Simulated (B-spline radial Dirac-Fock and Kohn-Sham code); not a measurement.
## Total conversion coefficients of Sn against transition energy

The computed values come from a radial B-spline solver: a Dirac-Hartree-Slater potential of the neutral atom with a Latter tail (no hole, which puts coefficients of high multipoles low close above an edge), finite nucleus with surface currents. Subshells within 1 keV of threshold and pair formation are left out.

```
energy (keV)        E2        E5        M1        M2        M3        M4
        12.8      8660  2.22e+10      33.2      9270  2.69e+06  3.88e+08
        19.6      1020  7.97e+08      9.29      1270    181000  1.63e+07
          20       922  6.82e+08      8.75      1160    159000  1.40e+07
        22.5       513  2.74e+08      6.16       677     76900  5.94e+06
        23.9       380  1.72e+08      5.15       514     53100  3.83e+06
        35.8      68.2  7.64e+06      11.2       304      6230    223000
        40.6      42.0  2.90e+06      7.71       185      3370     97100
        41.6      38.3  2.40e+06      7.18       168      2990     82900
          50      19.3    585000      4.19      81.5      1240     26000
        55.1      13.6    278000      3.15      55.8       784     14400
          65      7.46     79000      1.95      29.5       363      5430
          77      4.07     22000      1.20      15.4       166      2060
         100      1.60      3160     0.567      5.79      51.0       489
         103      1.44      2550     0.521      5.19      44.7       417
         105      1.35      2210     0.494      4.83      41.0       376
         200     0.140      26.5    0.0835     0.486      2.55      13.7
         379    0.0169     0.651    0.0158    0.0603     0.205     0.695
         386    0.0160     0.593    0.0151    0.0570     0.192     0.641
         390    0.0155     0.562    0.0147    0.0552     0.184     0.613
         493   0.00773     0.180   0.00825    0.0272    0.0792     0.227
         500   0.00742     0.168   0.00797    0.0261    0.0754     0.214
         728   0.00273    0.0342   0.00325   0.00894    0.0213    0.0494
         953   0.00144    0.0127   0.00175   0.00435   0.00925    0.0189
        1000   0.00129    0.0108   0.00157   0.00384   0.00801    0.0160
        1430  0.000611   0.00354  0.000716   0.00157   0.00291   0.00510
        1520  0.000541   0.00297  0.000629   0.00136   0.00246   0.00424
        1710  0.000431   0.00214  0.000491   0.00103   0.00181   0.00300
        2000  0.000322   0.00141  0.000356  0.000715   0.00121   0.00193
        2060  0.000305   0.00131  0.000335  0.000669   0.00113   0.00178
```

Question: How fast do they fall between 1710 and 2060 keV?

Answer: As powers of the energy: E2 E^-1.86, E5 E^-2.63, M1 E^-2.05, M2 E^-2.30, M3 E^-2.54, M4 E^-2.80. Within one type (E or M) the higher multipoles fall faster.
